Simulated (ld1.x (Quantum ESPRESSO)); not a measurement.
Se: one change to a PAW potential, before and after

- Element: Se (Z = 34)
- Generator: ld1.x (Quantum ESPRESSO) 7.5
- Type: PAW
- Functional: PBEsol
- Relativity: scalar-relativistic
- Frozen core: [Ar] 3d10
- Valence charge: 6
- Reference configuration: 4s2 4p4
- Partial waves: 4s (bound): rcut 1.25, rcutus 1.35 bohr; 4s channel at 1.35 Ry: rcut 1.25, rcutus 1.35 bohr; 4p (bound): rcut 1.20, rcutus 1.65 bohr; 4p channel at -0.1 Ry: rcut 1.20, rcutus 1.65 bohr
- Local potential: all-electron potential smoothed inside 1.55 bohr (lloc = -2)
- Core correction: Bessel-smoothed model core inside 0.95 bohr
- Augmentation charge: PSQ, inside the norm-conserving radii

Change: waves 4s (bound): rcut 1.25, rcutus 1.50 bohr; 4s channel at 1.35 Ry: rcut 1.25, rcutus 1.50 bohr.

Cutoffs: the cutoffs (Ry, on a coarse ladder) from which the occupation-weighted sum of valence levels, in a spherical-Bessel basis at the reference potential, stays within 10 and 1 mRy of its value at 400 Ry; they do not see the model core or the augmentation charge, which bear on the density cutoff. Errors are all-electron minus pseudo energies relative to the spin-unpolarised reference configuration.

How do hardness, ghosts and transferability respond?

The potential gets softer (21 Ry and 40 Ry → 18 Ry and 35 Ry); the errors of the 7 common tests hardly move; neither file shows a bound ghost. A larger radius leaves more room for a smooth pseudo-wave, so fewer plane waves are needed.

| quantity | base | changed |
| --- | --- | --- |
| cutoff, loose | 21 Ry | 18 Ry |
| cutoff, tight | 40 Ry | 35 Ry |
| loose cutoff by channel (10 mRy a level) | s 18 Ry, p 8 Ry | s 15 Ry, p 8 Ry |
| bound ghosts | none | none |
| error for 4s2 4p3, meV [ΔE 10.85 eV] | -4.5 | -4.5 |
| error for 4s2 4p2, meV [ΔE 31.22 eV] | -28 | -28 |
| error for 4s2 4p1, meV [ΔE 62.12 eV] | -102 | -103 |
| error for 4s1 4p5, meV [ΔE 10.89 eV] | -6.0 | -6.1 |
| error for 4s0 4p6, meV [ΔE 21.98 eV] | -22 | -22 |
| error for 4s2 4p3.5, meV [ΔE 4.31 eV] | -1.2 | -1.2 |
| error for 4s2 4p4.3, meV [ΔE -1.59 eV] | +0.2 | +0.2 |
| s: phases at 1.81 bohr within 0.05 rad from the reference energy up to (Ry; the scan ends near 5) | to the end of the scan | to the end of the scan |
| p: phases at 1.81 bohr within 0.05 rad from the reference energy up to (Ry; the scan ends near 5) | to the end of the scan | to the end of the scan |
| lowest overlap eigenvalue by channel | s 0.53, p 0.64 | s 0.45, p 0.64 |
